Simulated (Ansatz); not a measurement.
Program: Ansatz. Geometries: PBE0-D4/def2-TZVP. ΔE: electronic, gas phase. CCSD(T)/CBS is the MP2 limit (def2-TZVPP, def2-QZVPP) plus CCSD(T) − MP2 in def2-TZVPP, frozen cores. Functionals use def2-TZVPP. B3LYP here is the variant with VWN-RPA as its local correlation; programs differ in this. For Ge outer-core shells are correlated without core-valence functions, which leaves a few kJ/mol of doubt a bond. Scalar relativity is left out up to krypton. One conformer a species, not always the lowest.

`C[O][Ge]([OH])([SiH3])[Cl]` + `OC[SiH2]Cl` → `C[O][GeH]([OH])[Cl]` + `[SiH3]OC[SiH2]Cl`  (redistribution)

`C[O][Ge]([OH])([SiH3])[Cl]`:

Cartesian coordinates in Å:
```
C 1.573 0.272 1.459
O 1.368 -0.390 0.230
Ge -0.262 -0.732 -0.363
O -0.022 -1.875 -1.679
Si -1.546 1.131 -1.106
Cl -1.298 -1.712 1.275
H 2.651 0.326 1.628
H 1.114 -0.267 2.294
H 1.178 1.296 1.446
H 0.635 -2.543 -1.463
H -2.893 0.646 -1.487
H -1.639 2.087 0.025
H -0.860 1.762 -2.260
```

`OC[SiH2]Cl`:

```xyz
9

O    -0.653    1.584   -0.348
C    -0.094    0.376   -0.833
Si    0.551   -0.714    0.558
Cl   -1.022   -0.946    1.879
H    -1.326    1.364    0.305
H     0.740    0.652   -1.485
H    -0.806   -0.185   -1.455
H     0.952   -2.059    0.074
H     1.658   -0.072    1.304
```

`C[O][GeH]([OH])[Cl]`:

Z-matrix (Å, degrees):
```
C
O 1 1.413
H 1 1.095 2 111.8
H 1 1.097 2 111.9 3 -122.2
H 1 1.091 2 107.5 3 119.1
Ge 2 1.758 1 121.0 3 58.0
Cl 6 2.153 2 107.2 1 -52.2
O 6 1.750 2 106.3 1 -170.6
H 6 1.526 2 114.8 1 69.1
H 8 0.961 6 112.6 2 47.6
```

`[SiH3]OC[SiH2]Cl`:

Z-matrix (Å, degrees):
```
Si
O 1 1.649
H 1 1.480 2 106.4
H 1 1.489 2 110.3 3 -120.2
H 1 1.489 2 110.3 3 120.2
C 2 1.420 1 121.5 3 -179.8
Si 6 1.881 2 106.6 1 -179.8
H 6 1.098 2 111.5 1 -59.6
H 6 1.098 2 111.4 1 60.0
Cl 7 2.060 6 108.0 2 -179.8
H 7 1.481 6 110.6 2 61.6
H 7 1.481 6 110.6 2 -61.3
```

```csv
level,ΔE (kcal/mol),difference from CCSD(T)/CBS
PBE-D4,-9.6,6.0
r2SCAN-D4,-14.0,1.6
PBE0-D4,-11.9,3.7
B3LYP-D4,-14.7,0.9
ωB97X-V,-15.6,0.0
ωB97M-V,-15.8,-0.2
B2PLYP,-16.8,-1.2
PBE,-10.3,5.3
r2SCAN,-14.2,1.4
PBE0,-12.5,3.1
B3LYP,-15.8,-0.2
HF/def2-TZVPP,-22.8,-7.2
MP2/def2-TZVPP,-17.4,-1.8
SCS-MP2/def2-TZVPP,-18.6,-3.0
CCSD/def2-TZVPP,-17.1,-1.5
CCSD(T)/def2-TZVPP,-16.1,-0.5
HF/def2-QZVPP,-23.4,-7.8
MP2/def2-QZVPP,-17.3,-1.7
SCS-MP2/def2-QZVPP,-18.6,-3.0
HF/CBS(def2),-23.5,-7.9
MP2/CBS(def2),-16.8,-1.2
CCSD/CBS(def2),-16.5,-0.9
CCSD(T)/CBS,-15.6,0
```

Largest T1 diagnostic among the species: 0.012.

The D4 term adds +1.1 kcal/mol with B3LYP and +0.6 kcal/mol with PBE0; it sums over pairs of atoms, weighted by their polarisabilities, and B3LYP, whose exchange is more repulsive, gets the larger term. In def2-TZVPP, CCSD(T) changes the Hartree–Fock value by +6.6 kcal/mol (the triples alone add +0.9 kcal/mol) and MP2 by +5.4 kcal/mol. From PBE to PBE0 (25 % exact exchange), in def2-TZVPP and without D4, ΔE moves by −2.2 kcal/mol.
